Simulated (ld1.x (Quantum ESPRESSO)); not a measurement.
u(r) = r·R(r): atom against pseudo-atom (mercury (Hg))

Columns: radius, all-electron u(r) and pseudo u(r) of the 5s shell (level -137.40 eV) of mercury in the configuration [Kr] 4d10 4f14 5s2 5p6 5d10 6s0 6p0; PBE, scalar-relativistic, TM scheme, ld1.x (Quantum ESPRESSO) 7.5.

```tsv
r (bohr)	all-electron	pseudo
0.098	0.2755	0.1080
0.195	0.0786	0.2232
0.292	-0.6700	0.3549
0.390	-0.5018	0.5120
0.488	0.1285	0.6947
0.585	0.7161	0.8896
0.682	1.0904	1.0687
0.780	1.2507	1.1900
0.878	1.2518	1.2165
0.975	1.1578	1.1478
1.072	1.0180	1.0170
1.170	0.8626	0.8626
1.268	0.7125	0.7125
1.365	0.5788	0.5788
1.463	0.4625	0.4625
1.560	0.3665	0.3665
1.658	0.2872	0.2872
1.755	0.2241	0.2241
1.852	0.1738	0.1738
1.950	0.1338	0.1338
2.047	0.1029	0.1029
2.145	0.0787	0.0787
2.242	0.0601	0.0601
2.340	0.0457	0.0457
2.438	0.0347	0.0347
2.535	0.0263	0.0263
```

(1) How many radial nodes do the two functions have?

(2) At about which radius was the pseudo-wave matched?

(3) Is the pseudo-wave norm-conserving?

Answers

(1) The all-electron 5s function has n − l − 1 = 4 (the table is too coarse to show those close to the nucleus); the pseudo-wave has 0, since the states of the same l below it are removed with the core.

(2) 1.20 bohr, where the columns begin to agree (steps of 0.10 bohr).

(3) Yes: the TM scheme keeps the norm inside the radius equal to the all-electron one, which fixes the energy derivative of the logarithmic derivative at the level.
